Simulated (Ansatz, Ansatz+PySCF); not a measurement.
```json
{"atom": "H", "x (Å)": "0.0000", "y (Å)": "0.0839", "z (Å)": "-1.1491"}
{"atom": "C", "x (Å)": "0.0000", "y (Å)": "-0.3579", "z (Å)": "-0.1401"}
{"atom": "S", "x (Å)": "0.0000", "y (Å)": "0.2740", "z (Å)": "1.2892"}
```

Basis set: def2-SVP (spherical functions). Frozen core: 6 orbitals. Correlation on ROHF uses semicanonical orbitals with singles. Charge 0, multiplicity 2.

Computed with Ansatz (development build ahead of 0.2.0); each method stands on the lowest determinant of its kind that the runs found.

Problem. Give the atomization energy at this shape (free ground-state atoms in the same class of orbitals less the molecule, no zero-point energy) of doublet CHS by ROHF-CCSD(T), UHF-CCSD(T), ROHF-MP2, UHF-MP2, ROHF, UHF.

Solution.

```json
{"method": "ROHF-CCSD(T)", "atomization energy": "9.12 eV"}
{"method": "UHF-CCSD(T)", "atomization energy": "9.09 eV"}
{"method": "ROHF-MP2", "atomization energy": "9.29 eV"}
{"method": "UHF-MP2", "atomization energy": "8.87 eV"}
{"method": "ROHF", "atomization energy": "6.33 eV"}
{"method": "UHF", "atomization energy": "6.35 eV"}
```

Caution for UHF-CCSD(T), UHF-MP2, UHF: the unrestricted determinant is spin contaminated.
